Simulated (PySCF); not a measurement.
# Relaxation of singlet SnSI₂

Computed with PBE0/[Sn def2-SVP with ECP28, S def2-SVP, I def2-SVP with ECP28], scalar-relativistic core potentials, density fitting, no spin–orbit coupling, PySCF. A (50,194) grid was used.

A hand-made trigonal planar start, of C2v symmetry, held to at least that symmetry:

```xyz
4
charge 0 multiplicity 1, angstrom
Sn   -0.3387   -0.5867    0.0000
S    -1.4587   -2.5266    0.0000
I     2.3913   -0.5867    0.0000
I    -1.7038    1.7775    0.0000
```

Optimiser trace:
```
step  E − E(last) (kJ/mol)  largest gradient (Eh/bohr)
   0                 11.91                     0.01010
   1                  5.35                     0.00619
   2                  0.42                     0.00207
   3                  0.03                     0.00071
   4                  0.00                     0.00012
   5                  0.00                     0.00002
```

It ends at C2v with Sn–I 2.677 Å (×2), Sn–S 2.217 Å; I–Sn–I 106.1°, I–Sn–S 127.0° (×2) (after a last refinement on a finer grid). The frequency run here used a shortcut that can spoil soft modes, so no verdict on minimum or saddle point is given. Other isomers or separated fragments may lie lower.

Final geometry:
Coordinates in bohr (charge 0 multiplicity 1):
```
Sn   -0.7857   -1.3608    0.0000
S    -2.8806   -4.9895    0.0000
I     4.2349   -0.7467    0.0000
I    -2.7642    3.2941    0.0000
```

The relaxation took of the order of 50 core-seconds on a shared host.
